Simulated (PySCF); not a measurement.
**Dipole response of Te (tellurium, neutral)**

[Kr] 4d10 5s2 5p4, high-spin 3P determinant. All numbers are calculated (PySCF 2.14, the spin-free X2C one-electron Hamiltonian (Gaussian nucleus), in aug-cc-pwCVTZ-DK3 (10s9p7d4f1g, 109 functions)). Coupled (time-dependent) response in atomic units; α is the mean over directions.

```
method  mean α (bohr³)         α xx, yy, zz  C₆ (like pair)  S(−4)
 HSE06           39.55  37.05, 44.56, 37.05           438.0  371.4
```

S(−4) is the Cauchy moment in α(ω) = α(0) + S(−4) ω² + …

Reference α: 38 ± 4 bohr³ (recommended; Schwerdtfeger and Nagle, table of static dipole polarizabilities (2023 update)). Published C₆: 445.0 (Chu and Dalgarno (2004); Tang, Norbeck and Certain (1976)).

Spin-orbit coupling is absent.

α(iu) at HSE06:

```csv
u (hartree),α(iu) (bohr³)
0,39.55
0.0500,38.65
0.100,36.25
0.200,29.49
0.300,23.04
0.500,14.31
0.750,8.776
1.00,5.992
1.50,3.448
2.00,2.331
3.00,1.333
5.00,0.6266
```

The components differ because the open shell of this determinant is not spherical; for a pure term their mean is the scalar polarisability.
